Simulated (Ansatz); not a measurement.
Born–Oppenheimer molecular dynamics of C₃H₉ClO₃Si (17 atoms, charge 0, multiplicity 1). It goes on from the last frame of an earlier run, with new velocities.

Level of theory: Ansatz 0.2.0, RKS PBE/STO-3G.

```yaml
ensemble: NVT, Nosé–Hoover chain
time_step: 1 fs
steps_asked: 166
set_temperature: 200 K
thermostat: time constant 100 fs, chain length 3
seed: 136085
```

First frame:

```xyz
17
Properties=species:S:1:pos:R:3
Si -0.122 -0.222 -0.370
Cl 0.267 0.041 1.813
O 1.440 -0.073 -1.006
C 2.412 -0.968 -0.437
H 2.357 -2.027 -0.800
H 3.373 -0.569 -0.748
H 2.412 -1.016 0.675
O -0.882 1.102 -1.138
C -2.187 1.587 -0.832
H -2.245 1.955 0.277
H -2.422 2.582 -1.453
H -3.102 0.938 -0.957
O -0.677 -1.744 -0.911
C -1.564 -2.559 -0.123
H -1.117 -2.781 0.854
H -2.567 -2.139 0.030
H -1.603 -3.545 -0.710
```

How far do the bonds stretch over the last three quarters of this one trajectory? (Pairs bonded in most of those frames.)


```tsv
bond	mean (Å)	spread (Å)	shortest	longest
Si1–Cl2	2.172	0.027	2.12	2.23
Si1–O3	1.714	0.030	1.65	1.78
Si1–O8	1.714	0.021	1.68	1.77
Si1–O13	1.721	0.038	1.65	1.78
O3–C4	1.481	0.027	1.43	1.52
C4–H5	1.119	0.009	1.10	1.14
C4–H6	1.115	0.013	1.09	1.14
C4–H7	1.119	0.018	1.09	1.15
O8–C9	1.484	0.028	1.42	1.53
C9–H10	1.120	0.015	1.09	1.15
C9–H11	1.116	0.032	1.05	1.18
C9–H12	1.126	0.044	1.05	1.20
O13–C14	1.478	0.040	1.41	1.55
C14–H15	1.119	0.013	1.09	1.15
C14–H16	1.119	0.030	1.07	1.17
C14–H17	1.117	0.023	1.07	1.17
```

Mean temperature of the second half: 221 K. The conserved energy stayed within 0.87 meV per atom of its start (net change -0.62 meV per atom), so the integration is sound. The mean temperature of the second half is 11 % above the set value. A run of 0.17 ps of so small a system gives no equilibrium averages. Limits of this set-up: minimal basis.

Time of the run: 7.9 min on 1 thread of Intel(R) Xeon(R) 6975P-C (Granite Rapids) (shared host), peak memory 0.13 GiB.
